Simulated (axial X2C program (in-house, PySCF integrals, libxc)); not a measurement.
# TlCl: cheaper levels and CCSD(T), with spin–orbit coupling

Computed with an in-house all-electron X2C program for linear molecules (integrals from PySCF). Two-component (2c) means X2C with spin–orbit coupling and atomic mean-field two-electron Coulomb and Gaunt terms. Basis: Tl dyall-cv3z [12s14p10d7f1g], Cl dyall-av3z [9s8p3d2f] (cores contracted in-house); Gaussian nuclei, density fitting, unrestricted open shells. Masses: Tl 204.974 u, Cl 34.969 u.

State: Ω = 0 (closed shell); fragments Tl + Cl.

```
level  Re (Å)  ωe (cm⁻¹)  De (eV)
 PBE0   2.500      278.6     3.83
   HF   2.531      268.2     2.48
  MP2   2.498      281.4     3.91
 CCSD   2.513      275.7     3.60
  PBE   2.523      268.9     4.00
 TPSS   2.524      270.6     4.03
B97-3   2.529      267.7     3.80
```

Correlated methods: 20 electrons correlated (number of frozen shells: Tl 5 s, 4 p, 2 d, 1 f; Cl 2 s, 1 p), 272 virtual spin orbitals or spinors in MP2, 140 natural virtuals in coupled cluster.

CCSD(T), same Hamiltonian and basis:

Re = 2.512 Å, ωe = 277.0 cm⁻¹, De = 3.71 eV; T1 = 0.013 (Lee–Taylor normalisation).

Question: Give the differences from CCSD(T) in the columns below.

Answer: 

```tsv
level	ΔRe (Å)	Δωe (cm⁻¹)	ΔDe (eV)
PBE0	-0.012	1.6	0.12
HF	0.019	-8.8	-1.23
MP2	-0.014	4.4	0.20
CCSD	0.001	-1.3	-0.11
PBE	0.011	-8.1	0.29
TPSS	0.012	-6.4	0.32
B97-3	0.017	-9.3	0.09
```

Occupations by symmetry block were frozen at the best pattern of an incomplete PBE0 search. Closed shells are restricted here (equal orbitals for both partners); the stretched side of such a curve lies too high. Dissociation energies refer to the lowest single-determinant-based atoms at the same level and basis. CCSD and (T) use frozen natural virtuals with an MP2 correction for the truncation; (T) itself is uncorrected, so its De runs slightly low. In 2c an atomic determinant is not the ground J level, so De misses part of the atomic spin–orbit lowering. This holds for PBE0, PBE, TPSS. Without a current term, density functionals place determinants with orbital angular momentum somewhat too high.
